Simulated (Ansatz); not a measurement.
**Exact exchange and the HOMO–LUMO gap of CsBr**

CsBr has 2 atoms, charge 0, and is taken as a singlet. As SMILES, `[Br][Cs]`. The bond length is the measured one.

The HOMO–LUMO gap y, in eV, basis def2-TZVPP with a core potential; a is the functional's share of exact exchange. Programs: Ansatz 0.2.0.

| functional | program | a | y (eV) |
| --- | --- | --- | --- |
| r2SCAN | Ansatz | 0 | 3.86 |
| revPBE | Ansatz | 0 | 2.90 |
| B3LYP | Ansatz | 0.2 | ? |
| PBE0 | Ansatz | 0.25 | 4.59 |
| r2SCAN0 | Ansatz | 0.25 | 5.13 |
| BHLYP | Ansatz | 0.5 | 5.83 |

Fit y = c + s·a to the known rows and predict B3LYP.


1. Means of the 5 rows: a = 0.2000, y = 4.462.
2. Σ(Δa)² = 0.175, Σ(Δa·Δy) = 0.883, so the slope is 0.883/0.175 = 5.0457.
3. Intercept: 4.462 − (5.0457) × 0.2000 = 3.453. The largest residual of the fit is 0.55.
4. B3LYP: 3.453 + (5.0457) × 0.2 = 4.46 eV.

The run gave 4.10 eV, so the prediction is off by +0.36 eV, within the scatter of the fit. Exact exchange lowers occupied levels and raises empty ones. The rows mix families of semi-local functionals, which the line can't see.
